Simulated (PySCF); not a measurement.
## Correlation energy of Ni (nickel, neutral)

[Ar] 3d8 4s2, high-spin 3F determinant. Calculation: PySCF 2.14, in x2c-QZVPPall; scalar relativity by spin-free X2C-1e. Frozen: [Ar]; 10 electrons correlated.

MP2 pair energies summed by pair of shells (mhartree):

| pair | energy | share (%) |
| --- | --- | --- |
| 3d-3d | -281.05 | 80.2 |
| 3d-4s | -46.09 | 13.1 |
| 4s-4s | -23.42 | 6.7 |

Total MP2 correlation energy: -350.55 mhartree.

Same-spin part -124.45 and opposite-spin part -226.10 mhartree; SCS-MP2 scales them by 1/3 and 6/5 to -312.80 mhartree.
